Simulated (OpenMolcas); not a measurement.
**What dynamic correlation does to the levels of P+**

```
Program             : OpenMolcas
Basis               : ANO-R3 [6s5p4d2f1g]
Scalar Hamiltonian  : X2C, finite nucleus
Active space        : 4 electrons in 4 orbitals (3s 3p)
State averaging     : 2S+1 = 3 even, 3 roots; 2S+1 = 1 even, 6 roots; 2S+1 = 5 odd, 1 root; 2S+1 = 3 odd, 8 roots
Spin-orbit coupling : RASSI with atomic mean-field integrals over the reference wave functions, term energies averaged over their components
```

Methods on the same reference wave functions:
A. CASSCF
B. SS-CASPT2, IPEA 0.25 Eh, imaginary shift 0.1 Eh (closed shells correlated: 2s 2p)

Energies in cm-1 above 3s2 3p2 3P0, the measured ground level; measured values from NIST Handbook of Basic Atomic Spectroscopic Data.

```
       Level      A      B  Measured
 3s2 3p2 3P0    0.0    0.0       0.0
 3s2 3p2 3P1    145    146       165
 3s2 3p2 3P2    417    416       469
 3s2 3p2 1D2  11681   8260      8882
 3s2 3p2 1S0  20861  20020     21576
3s 3p3 5S* 2  34029  42910     45697
3s 3p3 3D* 2  73868  63550     65272
3s 3p3 3D* 1  73870  63550     65251
3s 3p3 3D* 3  73873  63550     65307
3s 3p3 3P* 0  85254  78470     76823
3s 3p3 3P* 1  85257  78480     76812
3s 3p3 3P* 2  85261  78480     76764
```

Deviations, from unrounded energies. A percentage is the sum of absolute deviations over the sum of measured energies, with the sign that they share, or ± where signs differ.

```
                        Against measurement  Levels      A      B
             mean absolute deviation (cm-1)      11   6000   1400
      fine structure of the ground term (%)       2  -11.3  -11.4
other terms of the ground configuration (%)       2  ±11.5   -7.1
                   other configurations (%)       7  ±13.3   ±2.8
```

B lies closest to measurement on these levels. The largest miss of B in the table is 3s 3p3 5S* 2, by -2800 cm-1. The ranking rests on the paired levels alone, and a cruder setting can come out closer through cancelling errors.

From A to B the spin-free energies of the other terms of 3s2 3p2 shown, above 3P, scale by factors of 0.70 to 0.96.

The lowest spin-free term lies below A's lowest term by 0.334 hartree in B.

Term energies are means over components that CASPT2 splits; among the terms shown or strongly mixed into the levels shown the widest spread is 470 cm-1 (3s 3p3 3D*, B). Over all roots computed the reference weight is 0.85 to 0.98 in B; the roots of lowest weight are the least certain, and an intruder state may touch them. Terms of s pⁿ other than that of highest spin mix with s² pⁿ⁻² d, which this space lacks; all of them can be thousands of cm-1 off, and some have no real level of that name. Without dynamic correlation excited terms often stand tens of per cent too high (terms of higher spin than the ground term too low), and those without a measured partner can miss by more than the paired ones (holds for A). Computed and measured levels are paired by configuration, term and J; levels that our copy of the source lacks, or whose pairing is in doubt (as where it misses far off the trend of its configuration), stay unpaired and out of the deviations. Only configurations of the active space appear.

* marks odd parity.
